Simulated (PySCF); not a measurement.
V: ionisation energy

V [Ar] 3d3 4s2 (4F) → V⁺ [Ar] 3d4 (5D), as a difference of total energies. Calculation: PySCF 2.14, in x2c-TZVPall (6s5p4d1f, 48 functions); the spin-free X2C one-electron Hamiltonian (Gaussian nucleus). Correlated levels: valence: [Ar] frozen. The calculations carry no spin-orbit coupling.

```
           method  ionisation energy (eV)  error (eV)
              UHF                   6.140      -0.592
            B3LYP                   6.808      +0.076
             PBE0                   6.355      -0.377
    MP2 (valence)                   6.490      -0.242
SCS-MP2 (valence)                   6.937      +0.205
```

Reference: 6.732 eV (measured; NIST levels, between the centres of gravity of the two terms).

Errors of the correlated levels include the incompleteness of this basis and the frozen core.
